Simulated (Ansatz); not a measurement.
C2H6S2Sn (`C[S][Sn][S]C`), 11 atoms. Charge 0, multiplicity 1. Correlated methods include outer-core shells of Sn, which these sets cover unevenly. Sn: def2 effective core potential. Hardware: A = 2 threads of an AMD EPYC 7R13 on a shared host and a share of an NVIDIA H100 80 GB; B = 2 threads of an AMD EPYC 7R13 on a shared host. Correlated methods freeze the cores. Open-shell runs search over several starts.

(1) Give the basis size and wall time and peak host memory of each of these runs in Ansatz. RKS ωB97M-V/def2-QZVPP energy [A]; RKS B2PLYP (frozen core)/def2-TZVPP energy [A]; RKS PBE-D4/def2-TZVPP energy and forces [A]; RKS ωB97M-V/def2-SVP energy [B]; UHF-MP2/def2-QZVPP energy of the cation [A]; RKS PBE0-D4/def2-TZVP frequencies [A]; UKS PBE0-D4/def2-TZVPP energy of the cation [A]; UKS r2SCAN-D4/def2-TZVPP energy of the cation [A]; UKS B3LYP-D4/def2-TZVPP energy of the cation [A]; UKS PBE-D4/def2-TZVPP energy of the cation [A]; UKS ωB97X-V/def2-TZVPP energy of the cation [A]; RKS PBE0-D4/def2-QZVPP energy [A]. (Estimate.)

Answers

(1) The calculation gave: Other jobs shared the machine, so times are rough.

| level | job | functions | wall time | peak host memory (GiB) |
| --- | --- | --- | --- | --- |
| RKS PBE0-D4/def2-QZVPP | energy [A] | 516 | 5.5 s | 1.1 |
| RKS PBE-D4/def2-TZVPP | energy and forces [A] | 280 | 6.5 s | 0.8 |
| RKS ωB97M-V/def2-QZVPP | energy [A] | 516 | 8 s | 1.2 |
| RKS B2PLYP (frozen core)/def2-TZVPP | energy [A] | 280 | 8.5 s | 1.3 |
| RKS ωB97M-V/def2-SVP | energy [B] | 120 | 11 s | 0.44 |
| UKS PBE0-D4/def2-TZVPP | energy of the cation [A] | 280 | 12 s | 0.87 |
| UKS B3LYP-D4/def2-TZVPP | energy of the cation [A] | 280 | 14 s | 0.87 |
| UKS PBE-D4/def2-TZVPP | energy of the cation [A] | 280 | 16 s | 0.86 |
| UKS ωB97X-V/def2-TZVPP | energy of the cation [A] | 280 | 20 s | 1.1 |
| UKS r2SCAN-D4/def2-TZVPP | energy of the cation [A] | 280 | 20 s | 0.94 |
| UHF-MP2/def2-QZVPP | energy of the cation [A] | 516 | 37 s | 1.2 |
| RKS PBE0-D4/def2-TZVP | frequencies [A] | 222 | 2.8 min | 0.88 |

B3LYP here is the variant with VWN-RPA as its local correlation; programs differ in this.
